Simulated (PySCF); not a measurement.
Isomers of C4H4ClFO2, one GFN2-xTB conformer each. Single-point energies are computed at PBE0/pcSseg-1 (PySCF, gas phase, no added dispersion term), electronic only.

| SMILES | GFN2-xTB relative energy (kJ/mol) |
| --- | --- |
| CO/C(F)=C/C(=O)Cl | 0.0 |
| O=C1CO[C@@]1(F)CCl | 64.0 |

Conformers: `[CH3:1][O:2]/[C:3]([F:4])=[CH:5]/[C:6](=[O:7])[Cl:8]` with C1–O2–C3–F4 0°, C3–C5–C6–O7 0°; `[O:1]=[C:2]1[CH2:3][O:4][C@@:5]1([F:6])[CH2:7][Cl:8]` with O4–C5–C7–Cl8 64°.

Task: What does PBE0/pcSseg-1 give for the same structures?

Result: 
```json
{"SMILES": "CO/C(F)=C/C(=O)Cl", "PBE0/pcSseg-1 E (Eh)": "-864.65590", "PBE0/pcSseg-1 (kJ/mol)": "0.0", "GFN2-xTB (kJ/mol)": "0.0", "point group": "Cs"}
{"SMILES": "O=C1CO[C@@]1(F)CCl", "PBE0/pcSseg-1 E (Eh)": "-864.63663", "PBE0/pcSseg-1 (kJ/mol)": "50.6", "GFN2-xTB (kJ/mol)": "64.0", "point group": "C1"}
```

Both levels put the same isomer lowest. As drawn, the lower has a C=C bond outside aromatic rings, which the higher lacks; the higher has a four-membered ring, which the lower lacks.

Task: Which frontier levels, dipoles and rotational constants go with these structures?

Result: 
```json
{"SMILES": "CO/C(F)=C/C(=O)Cl", "HOMO (eV, PBE0/pcSseg-1)": "-7.71", "LUMO (eV)": "-1.57", "dipole (D)": "6.09", "A, B, C (MHz)": "4963, 789.9, 684.4"}
{"SMILES": "O=C1CO[C@@]1(F)CCl", "HOMO (eV, PBE0/pcSseg-1)": "-8.10", "LUMO (eV)": "-1.71", "dipole (D)": "1.04", "A, B, C (MHz)": "2280, 1490, 1307"}
```
